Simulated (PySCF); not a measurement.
PBEsol single point of quartet TaCl₂ at its PBE0 minimum.

Input, equivalent to the run apart from its starting density:

```python
from pyscf import gto, scf, dft
mol = gto.M(atom='''
Ta     0.000000     0.000000     0.000000
Cl     2.306431     0.000000     0.000000
Cl    -2.306431     0.000000     0.000000''',
    basis={'Ta': 'def2-SVP', 'Cl': 'def2-SVP'},
    ecp={'Ta': 'def2-SVP'},
    charge=0, spin=3)
mf = dft.UKS(mol, xc='PBEsol')
mf.grids.atom_grid = (75, 302)
aux = {'Ta': 'def2-universal-JKFIT', 'Cl': 'def2-universal-JKFIT'}
mf = mf.density_fit(auxbasis=aux)
mf.conv_tol = 1e-08
mf.diis_space = 10
mf.max_cycle = 60
mf.verbose = 4
mf.kernel()
```

SCF log (excerpt):

```
init E= -975.346952995858
cycle= 1 E= -975.347148766718  delta_E= -0.000196  |g|= 0.0779  |ddm|= 0.213
cycle= 2 E= -975.327807244637  delta_E= 0.0193  |g|= 0.185  |ddm|= 0.331
cycle= 3 E= -975.351117849445  delta_E= -0.0233  |g|= 0.00555  |ddm|= 0.242
cycle= 4 E= -975.351134077765  delta_E= -1.62e-05  |g|= 0.00138  |ddm|= 0.0102
cycle= 5 E= -975.351135156903  delta_E= -1.08e-06  |g|= 0.00029  |ddm|= 0.00252
cycle= 6 E= -975.351135219054  delta_E= -6.22e-08  |g|= 1.32e-05  |ddm|= 0.000365
cycle= 7 E= -975.351135219182  delta_E= -1.28e-10  |g|= 4.19e-06  |ddm|= 3.01e-05
Extra cycle  E= -975.351135219172  delta_E= 9.78e-12  |g|= 5.91e-06  |ddm|= 1.42e-05
converged SCF energy = -975.351135219172  <S^2> = 3.7663437  2S+1 = 4.0081635
```

Other spin states or occupations of the open shell can lie lower. With an element this heavy the missing spin–orbit coupling can shift these numbers.

This run, together with those of the ionised and electron-attached species (not shown), took 3.3 s on 2 threads of a shared Intel Xeon 6975P-C (Granite Rapids) host, with 68 basis functions; the process peaked at 0.66 GiB. Launch command: `OMP_NUM_THREADS=2 python axn.py task.json out`.
